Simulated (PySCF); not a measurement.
WO2, SMILES [O]=[W]=[O] (connectivity only; charge and spin as stated), neutral, multiplicity 3. Geometry: B3LYP-D3(BJ)/def2-TZVP. The spin state was assumed, not searched. The def2 effective core potentials stand for the cores of W; spin–orbit coupling is left out.

Method: B3LYP-D3(BJ)/def2-TZVP run with PySCF.

Harmonic wavenumbers (cm⁻¹): 313, 951, 1020. Rotational constants (GHz): 20.85, 7.695, 5.621; symmetry number 2.

Q: Work out the zero-point energy and the ideal-gas rigid-rotor harmonic-oscillator thermochemistry at 298.15 K and 1 atm.

A: ZPE = ½ Σ hcν = ½ × 2284 cm⁻¹ = 3.27 kcal/mol. H − E(el) = 5.94 kcal/mol. Entropy in cal/(mol K): translation 42.01, rotation 22.01, vibration 1.55, spin 2.18, total 67.75. G − E(el) = -14.26 kcal/mol. Cp = 10.39 cal/(mol K).
